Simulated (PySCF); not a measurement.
EPR parameters of C6H7FNS

C6H7FNS (doublet state).
Numbering: `[F:1][C:2](=[C:3]=[S:4])[CH2:5][NH:6][C@@H:7]1[CH:8][CH2:9]1` (hydrogens: H10, H11 on C5; H12 on N6; H13 on C7; H14 on C8; H15, H16 on C9)

Geometry (GFN2-xTB, Å), atoms numbered from 1 in this order:
```
atom  x, y, z in Å
F1    -2.9603   -0.9676   -0.2526
C2    -2.3431    0.2018    0.0831
C3    -2.7424    0.9594    1.0622
S4    -3.0582    2.0292    2.1567
C5    -1.1054    0.4825   -0.7570
N6    -0.0290   -0.3487   -0.3162
C7     1.2939    0.1327   -0.1821
C8     2.4107   -0.6475   -0.7052
C9     2.2763   -0.5966    0.7516
H10   -1.3860    0.2978   -1.8036
H11   -0.8280    1.5309   -0.6390
H12   -0.1049   -1.3193   -0.5871
H13    1.3373    1.2143   -0.1500
H14    2.3437   -1.5411   -1.2986
H15    1.9804   -1.4844    1.3000
H16    2.9075    0.0656    1.3264
```

The hyperfine couplings belong to this conformer and change with its torsions.

Level of theory: PySCF, UKS B3LYP, pcH-1 on C F H N S, non-relativistic, mean-field spin-orbit, GIAO. One conformer (not necessarily the lowest) at the GFN2-xTB geometry, without solvent, vibrations or thermal averaging. The geometry wasn't refined by DFT: couplings that depend on bond lengths, twists or pyramidal angles can differ widely from those at the functional's own minimum. Stability of the SCF solution: not tested.

```
g1, g2, g3                      : 2.00222, 2.00270, 2.00338
g_iso                           : 2.00277
Form of g                       : rhombic: the two nearest values differ by 41 % of g3 − g1
⟨S²⟩                            : 0.7540 (exact 0.7500)
α and β electrons               : 38, 37
HOMO–LUMO gap, α and β orbitals : 2.34, 3.02 eV
```

Hyperfine couplings atom by atom, in MHz; T1 to T3 are the principal values of the dipolar part:

| atom | isotope | a_iso | of which spin–orbit | T1 | T2 | T3 | Mulliken spin population |
| --- | --- | --- | --- | --- | --- | --- | --- |
| F1 | 19F | 7.2 | 0.0 | -6.9 | 0.1 | 6.8 | 0.00 |
| C2 | 13C | 2.7 | 0.0 | -1.4 | -0.1 | 1.5 | 0.00 |
| C3 | 13C | 1.3 | 0.0 | -2.4 | -0.9 | 3.3 | 0.01 |
| S4 | 33S | 0.2 | 0.0 | -2.6 | -1.0 | 3.6 | 0.01 |
| C5 | 13C | -4.4 | 0.0 | -0.6 | -0.2 | 0.8 | -0.01 |
| N6 | 14N | 0.0 | 0.0 | -4.0 | -3.9 | 7.9 | 0.06 |
| C7 | 13C | -15.6 | 0.0 | -6.8 | -2.5 | 9.3 | 0.00 |
| C8 | 13C | 249.6 | -0.1 | -67.3 | -66.0 | 133.3 | 0.86 |
| C9 | 13C | -20.7 | 0.0 | -9.4 | -4.3 | 13.8 | 0.02 |
| H10 | 1H | 3.5 | 0.0 | -1.6 | -1.0 | 2.5 | 0.00 |
| H11 | 1H | -0.1 | 0.0 | -1.6 | -1.1 | 2.7 | 0.00 |
| H12 | 1H | -5.0 | 0.0 | -6.2 | -1.0 | 7.2 | 0.00 |
| H13 | 1H | 53.8 | 0.0 | -6.0 | -3.5 | 9.4 | 0.02 |
| H14 | 1H | -20.1 | 0.0 | -30.5 | -3.6 | 34.1 | -0.02 |
| H15 | 1H | 40.1 | 0.0 | -6.8 | -2.3 | 9.1 | 0.01 |
| H16 | 1H | 101.1 | 0.0 | -6.7 | -4.2 | 10.9 | 0.04 |

The largest Mulliken spin population is on C8 (+0.86). The angles at C8 add up to 315.0°, so it is pyramidal.

Under fast tumbling the dipolar parts average out, and these isotropic splittings remain (the largest six): 1 × 1H (H16, I = 1/2, 2 lines) with 3.60 mT, 1 × 1H (H13, I = 1/2, 2 lines) with 1.92 mT, 1 × 1H (H15, I = 1/2, 2 lines) with 1.43 mT, 1 × 1H (H14, I = 1/2, 2 lines) with 0.72 mT, 1 × 19F (F1, I = 1/2, 2 lines) with 0.26 mT and 1 × 1H (H12, I = 1/2, 2 lines) with 0.18 mT.

The 13C coupling of C8 (249.6 MHz) shows only in satellite lines or after enrichment, since that isotope makes up about 1.07 % of natural carbon.
